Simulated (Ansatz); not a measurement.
Input file:

```yaml
crystal:
  periodic: [false, false, false]
  atoms:
    - { symbol: Al, position_ang: [-0.9618, -1.4378, 0.0969] }
    - { symbol: S, position_ang: [0.7851, -1.207, 2.0602] }
    - { symbol: H, position_ang: [-0.3031, -2.1611, -1.097] }
    - { symbol: H, position_ang: [-2.37, -1.8315, 0.572] }
    - { symbol: H, position_ang: [0.2524, 0.2066, 1.0893] }
    - { symbol: "N", position_ang: [-0.4583, 0.7438, 0.0895] }
    - { symbol: C, position_ang: [0.4232, 1.3187, -0.9159] }
    - { symbol: H, position_ang: [1.7291, -1.4557, 1.1536] }
    - { symbol: H, position_ang: [-1.0562, 1.4505, 0.505] }
    - { symbol: H, position_ang: [1.1001, 2.062, -0.4842] }
    - { symbol: H, position_ang: [-0.1572, 1.7941, -1.71] }
    - { symbol: H, position_ang: [1.0167, 0.5174, -1.3595] }
basis:
  gaussian: { orbitals: def2-SVP }
hamiltonian:
  xc: { name: BHLYP }
relax:
  f_tol: 0.15
  max_steps: 25
  restrain:
    - { distance: [0, 5], at: 1.92, k: 30.0 }
    - { distance: [4, 1], at: 1.36, k: 30.0 }
    - { distance: [0, 1], at: 3.56, k: 30.0 }
    - { distance: [4, 5], at: 2.32, k: 30.0 }
```

Launched with:

```bash
$ ansatz run input.yaml --threads 2 --pin off --max-ram 3072MiB --backend cpu --events-out ev --progress --plain --runs-dir out
```

Hardware: 2 threads of AMD EPYC 9R45 96-Core Processor (Zen 5) (shared host).

Problem. Roughly how long does this run take, and how much memory?

Solution. 9.3 s, with a peak of 0.24 GiB, for 8 ionic steps.
